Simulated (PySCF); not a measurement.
H₄OSe₂Si, SMILES O[SiH]([SeH])[SeH].

Coordinates come from a r2SCAN-D4/def2-SVP optimisation. This is a generated structure with no PubChem entry under its InChIKey; it may be hypothetical. One conformer was computed; it need not be the lowest.

Two levels are set side by side: PBE/def2-TZVP (PySCF) and ωB97X/def2-TZVP (PySCF). Same geometry, gas phase. Differences are taken from unrounded values.

```csv
quantity,ωB97X
orbital gap (eV),11.10
highest occupied level (eV),-9.56
lowest empty level (eV),1.54
dipole moment (D),0.74
mean polarisability (bohr³),80.4
```

### Question
What does PBE give, and how far is it from ωB97X? (The exact figures need the calculation; the answer reports its results.)

### Answer

```csv
quantity,PBE,PBE minus ωB97X
orbital gap (eV),4.79,-6.31
highest occupied level (eV),-6.14,3.42
lowest empty level (eV),-1.35,-2.88
dipole moment (D),0.70,-0.04
mean polarisability (bohr³),84.7,4.3
```

PBE's occupied levels lie high since its potential decays too fast outside the molecule; exact exchange lowers them and widens the gap. Loosely held outer electrons make PBE densities more polarisable. Differences between two approximate levels are no errors against the true value.

Rough cost on one machine, each run with all the roots and properties that it gave: ωB97X against PBE within a factor of 2.
